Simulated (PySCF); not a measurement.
Species: C3H9NO3Si.
Cartesian coordinates in Å at the PBE0-D3(BJ)/def2-SVP level; atoms count from 1:
```xyz
17
C3H9NO3Si angstrom
C      0.045    2.823    0.220
O     -0.485    1.686    0.847
Si     0.092    0.154    0.651
N     -1.183   -0.767    1.445
C     -1.115   -2.121    1.489
O     -0.218   -2.754    0.974
O      0.226   -0.137   -0.961
C      0.995   -1.131   -1.592
H      0.241    2.645   -0.851
H      0.986    3.149    0.697
H     -0.682    3.645    0.307
H      1.400   -0.075    1.318
H     -1.981   -0.304    1.869
H     -1.951   -2.613    2.041
H      0.871   -1.025   -2.680
H      0.676   -2.139   -1.286
H      2.069   -1.024   -1.358
```

The closed-shell ground state was solved at several levels (PySCF, density fitting, gas phase, non-relativistic).

```json
{"level": "PBE0/pcSseg-1", "basis functions": "188", "total energy (Eh)": "-689.1406", "HOMO (eV)": "-7.74", "LUMO (eV)": "0.19", "gap (eV)": "7.93", "dipole (D)": "2.10"}
{"level": "wB97X-D/def2-SVPD", "basis functions": "245", "total energy (Eh)": "-689.2637", "HOMO (eV)": "-9.80", "LUMO (eV)": "1.78", "gap (eV)": "11.58", "dipole (D)": "2.23"}
```

(1) Estimate the row for CAM-B3LYP/pcSseg-1, a basis of 188 functions; the other rows only guide the guess.

(2) Over all these levels, which gives the widest orbital gap and which the narrowest?

(3) How far do the dipole and the HOMO energy spread over the levels?

## Answers

(1) Total energy -689.5652 Eh, HOMO -9.19 eV, LUMO 1.41 eV, gap 10.60 eV, dipole 2.09 D.

(2) wB97X-D/def2-SVPD (range-separated hybrid) has the widest, 11.58 eV, and PBE0/pcSseg-1 (global hybrid, 25 % exact exchange) the narrowest, 7.93 eV. Functional and basis both differ between the two, so the spread mixes both effects.

(3) The dipole runs from 2.09 to 2.23 D (mean 2.14 D) and the HOMO from -9.80 to -7.74 eV.

One conformer stands for the species.

wB97X-D is run here without its empirical dispersion term; that term would change no orbital, density or response property at a fixed geometry.
